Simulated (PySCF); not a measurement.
Correlation energy of Bi (bismuth, neutral)

[Xe] 4f14 5d10 6s1 6p4, high-spin 4P determinant (an excited configuration). Calculation: PySCF 2.14, in def2-QZVPPD with the def2 core potential (60 electrons); a scalar-relativistic core potential. Frozen: nothing; 23 electrons correlated.

MP2 pair energies summed by pair of shells (mhartree):

```
 pair   energy  share (%)
5d-5d  -286.02       45.7
5d-6p   -95.43       15.2
5p-5d   -83.61       13.4
6p-6p   -48.58        7.8
5p-5p   -31.43        5.0
5d-6s   -25.69        4.1
5s-5d   -17.49        2.8
5s-5p   -11.71        1.9
6s-6p    -8.88        1.4
5p-6p    -8.70        1.4
5p-6s    -4.05        0.6
5s-5s    -2.93        0.5
5s-6p    -0.82        0.1
5s-6s    -0.49        0.1
```

Total MP2 correlation energy: -625.81 mhartree.

Same-spin part -222.79 and opposite-spin part -403.02 mhartree; SCS-MP2 scales them by 1/3 and 6/5 to -557.88 mhartree.

The basis has no tight functions for the innermost shells, so their pair energies are far from complete.

This basis was not built for core-valence correlation, so the inner-shell part is incomplete.

Spin-orbit coupling is strong in this species, so the high-spin LS determinant is a model state.
